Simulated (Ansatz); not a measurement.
`[Br][InH]` radical. Total charge 0; spin multiplicity 2. In takes the def2 core potential. The structure was optimised at the PBE0-D4/def2-TZVP level.

```xyz
3

Br   -0.075    1.075   -1.690
In   -0.498   -0.591    0.141
H     0.573   -0.483    1.549
```

(1) What is the dipole moment at B3LYP/def2-TZVPP? (An estimate is asked.)

(2) And with PBE, r2SCAN, ωB97M-V? (An estimate is asked.)

(3) Give the Mulliken charges with B3LYP, r2SCAN, ωB97M-V in def2-TZVPP. (Estimate.)

Results:

(1) The calculation gave: 2.69 D, with components (-0.73, -1.92, 1.74) D in this frame, pointing from negative to positive charge.

(2) Computed: PBE 2.49 D, r2SCAN 2.67 D, ωB97M-V 2.79 D.

(3) Computed: 
```
atom  B3LYP  r2SCAN  ωB97M-V
 Br1  -0.38   -0.38    -0.37
 In2   0.49    0.49     0.45
  H3  -0.11   -0.11    -0.09
```

B3LYP here is the variant with VWN-RPA as its local correlation; programs differ in this.
